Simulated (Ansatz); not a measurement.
Abridged output of a molecular run in Ansatz:

```
Functional definition: HF
1403 factors; integrals over basis functions are off by at most 9.3e-4 eV
mean field evaluation 1: about -19572.3431 eV, gradient 3.6e1 eV
mean field evaluation 2: about -19572.5477 eV, gradient 3.6e1 eV
mean field evaluation 4: about -19575.7514 eV, gradient 3.7e0 eV
mean field evaluation 8: about -19575.8144 eV, gradient 2.2e-1 eV
mean field evaluation 16: about -19575.8147 eV, gradient 1.6e-6 eV
mean field -19575.81465110 eV, -719.3979194641 hartree, gradient 1.6e-6 eV, S^2 0.000000; 0 other end points of the search recorded, 0 dependent functions left out
12 core orbitals not correlated: weight in the atoms' cores, before any rotation towards them, 1.000 or more for the frozen orbitals, at most 0.000 for the correlated occupied ones
reference -19575.81465110 eV, -719.3979194641 hartree; 13, 13 occupied and 219, 219 virtual orbitals, 1403 factors
second order -18.48470209 eV of doubles, -0.00000000 eV of singles
cycle   1  -19.31397166 eV  change   -8.3e-1 eV  update   9.5e-2
cycle   2  -19.80624268 eV  change   -4.9e-1 eV  update   2.9e-2
cycle   3  -19.90835331 eV  change   -1.0e-1 eV  update   1.5e-2
cycle   4  -19.90044493 eV  change    7.9e-3 eV  update   3.3e-3
cycle   5  -19.89890040 eV  change    1.5e-3 eV  update   1.3e-3
cycle   6  -19.89911894 eV  change   -2.2e-4 eV  update   3.9e-4
cycle   7  -19.89893449 eV  change    1.8e-4 eV  update   1.4e-4
cycle   8  -19.89889846 eV  change    3.6e-5 eV  update   4.2e-5
cycle   9  -19.89891646 eV  change   -1.8e-5 eV  update   1.7e-5
perturbative correction -0.64055522 eV, -0.0235399701 hartree
Total energy: -19596.35412278 eV, -720.1527311262 hartree
```

Its atoms:

Cartesian coordinates in Å:
```
C 1.1647 1.2969 0.0345
Si -0.3765 0.4644 -0.6350
Si -0.8202 -1.5543 0.4696
F 0.4454 -2.5393 0.3223
H 2.0352 0.6493 -0.0894
H 1.3575 2.2335 -0.4930
H 1.0551 1.5198 1.0979
H -0.2380 0.1975 -2.0942
H -1.5736 1.3341 -0.4453
H -1.0456 -1.3449 1.9261
H -2.0040 -2.2569 -0.0935
```

Q: Which basis set was used?
A. def2-SVPD
B. def2-QZVPP
C. cc-pV(Q+d)Z
D. def2-TZVPP

A: D. It gives 244 functions.

Q: Write the keys of the input that set method, charge and spin (a neutral closed shell needs none for the last two).

A: 
```yaml
correlation: {method: ccsd_t}
```
